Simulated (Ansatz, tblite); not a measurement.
Isomers of SiSn4 (singlet), found by a short tight-binding search and relaxed with PBE-D4/def2-SVP in Ansatz.

In the def2 sets Sn takes a core potential; there is no spin–orbit coupling. The xTB rows come from tblite. Correlated methods freeze 21 core orbitals; core or outer-core shells of Sn are correlated, in sets that lack core-valence functions.

Run but left out: HF/def2-SVP, HF/def2-TZVP (A: restricted singlet, unstable towards broken spin symmetry).

A: At CCSD(T)/def2-SVP T1 of the charge 0 singlet is large (up to 0.026), so the single-reference result is doubtful. At CCSD(T)/def2-SVP the restricted singlet (for correlated methods, its reference) is unstable: a solution with broken spin symmetry lies lower. B: The restricted singlet is unstable towards broken spin symmetry in Hartree–Fock (as tested in another run); at PBE-D4/def2-TZVP, BLYP-D4/def2-TZVP, r2SCAN-D4/def2-TZVP, PBE0-D4/def2-TZVP this wasn't settled. At CCSD(T)/def2-SVP the restricted singlet (for correlated methods, its reference) is unstable: a solution with broken spin symmetry lies lower.

Other spin states were run for one of them alone.

A:

Cartesian coordinates in Å:
```
Si -0.5220 1.4449 0.3007
Sn 0.6130 -1.6967 -0.3531
Sn 1.9588 0.7052 0.4856
Sn -0.7541 0.2394 -1.9860
Sn -1.2957 -0.6927 1.5528
```

B:

Cartesian coordinates in Å:
```
Si 0.315 0.256 1.128
Sn 2.015 1.261 -0.482
Sn -1.189 1.341 -0.803
Sn -1.888 -1.164 0.813
Sn 0.746 -1.693 -0.656
```

Question: Estimate their order by electronic energy at PBE0-D4/def2-TZVP, counted from the lowest.

Answer: A (0.00) < B (0.52), in eV.

Question: Do the other levels pick the same lowest one?

Answer: All that were run do. Energies above each level's lowest (eV):

| level | A | B |
| --- | --- | --- |
| GFN1-xTB | 0.00 | 0.16 |
| GFN2-xTB | 0.00 | 0.42 |
| PBE-D4/def2-TZVP | 0.00 | 0.57 |
| BLYP-D4/def2-TZVP | 0.00 | 0.64 |
| r2SCAN-D4/def2-TZVP | 0.00 | 0.53 |
| PBE0-D4/def2-TZVP | 0.00 | 0.52 |
| MP2/def2-SVP | 0.00 | 0.74 |
| CCSD/def2-SVP | 0.00 | 0.52 |
| CCSD(T)/def2-SVP | 0.00 | 0.62 |
Point groups (tolerance 0.1 Å): A C3v, B Cs. Lower isomers may exist.
